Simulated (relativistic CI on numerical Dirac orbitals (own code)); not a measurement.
Fe4+: K-beta X-ray emission

Computed with this model: Dirac-Coulomb-Breit CI, separate exchange-only KLI orbitals for each configuration, model QED, valence Slater integrals scaled by 0.7, multiplet model of X-ray emission after core ionisation; configurations [Ar] 3d4 → 1s 2s2 2p6 3s2 3p6 3d4 → [Ne] 3s2 3p5 3d4; 300 K; Lorentzian 2.24 eV and Gaussian 1 eV FWHM. Energies are those of the free ion, without screening or charge transfer. S is read from ⟨S²⟩ = S(S + 1).

Field parameters in Wybourne normalisation: D3d B²₀ = −7Dσ, B⁴₀ = −14Dq − 21Dτ, B⁴₃ = −14√(10/7) Dq; D4h B²₀ = −7Ds, B⁴₀ = 21(Dq − Dt), B⁴₄ = 21√(5/14) Dq; Td as Oh with Dq negative (B⁴₀ = 21Dq, B⁴₄ = √(5/14) B⁴₀). The field is a parameter set, without covalency.

Peaks in eV (height, largest 100): 7044.0 (10), 7049.0 (14), 7064.0 (100).

(1) Which surroundings give this spectrum?
A. D4h, 10Dq = 28850, Ds = 1680, Dt = 290 cm⁻¹
B. D3d, 10Dq = 16650, Dσ = 1170, Dτ = -290 cm⁻¹
C. D4h, 10Dq = 23500, Ds = 2190, Dt = 1040 cm⁻¹
D. Td, 10Dq = -3800 cm⁻¹

Results:

(1) A. D4h, 10Dq = 28850, Ds = 1680, Dt = 290 cm⁻¹, where the ground state has S = 1.10.
